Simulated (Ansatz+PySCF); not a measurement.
Values are calculated unless marked as measured or tabulated.
This PySCF input gave a total energy of -2696.99470 hartree.

```python
from pyscf import gto, scf, mp

mol = gto.M(atom="""
Cl 0.000000 0.000000 -2.264810
Zn 0.000000 0.000000 0.000000
Cl 0.000000 0.000000 2.264810
""", basis='def2-svp', charge=0, spin=0)
mf = scf.UHF(mol)
mf.kernel()
pt = mp.MP2(mf, frozen=15).run()
print(mf.e_tot, pt.e_corr, pt.e_tot)
```

Question: Write an input for Ansatz with the same method and basis set.

Answer:

```yaml
crystal:
  periodic: [false, false, false]
  atoms:
    - { symbol: Cl, position_ang: [0.0, 0.0, -2.26481] }
    - { symbol: Zn, position_ang: [0.0, 0.0, 0.0] }
    - { symbol: Cl, position_ang: [0.0, 0.0, 2.26481] }
basis:
  gaussian: { orbitals: def2-SVP }
magnetization:
  spin_polarized: true
hamiltonian:
  xc: hf
correlation:
  method: mp2
  frozen_orbitals: { Cl: 5, Zn: 5 }
scf:
  omitted_lower_state_checks: [stability, starts, atomic_configurations, cluster_reference, orbital_swaps, given_window_search, neighbouring_geometries, increment]
```

Ansatz (development build ahead of 0.2.0) gave -2696.99470 hartree, 0.11 meV from the first.
